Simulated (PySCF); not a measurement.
All numbers come from PBE/[B def2-TZVP, I def2-TZVP with ECP28], scalar-relativistic core potentials, density fitting, no spin–orbit coupling, PySCF. Open shells, if any, are unrestricted.

**Question.** What shape and geometry does isolated singlet BI₃ take (every ligand bound to B)?

**Answer.** Counting electrons, boron keeps none of its valence electrons outside its bonds, so the VSEPR class is AX3 and the expected shape is trigonal planar (D3h), as computed. The lowest minimum found is a singlet of D3h symmetry with B–I 2.126 Å (×3); I–B–I 120.0° (×3). Its harmonic wavenumbers are 99 (e'), 188 (a1'), 306 (a2''), 685 (e') cm⁻¹ and its dipole moment is 0.00 D.
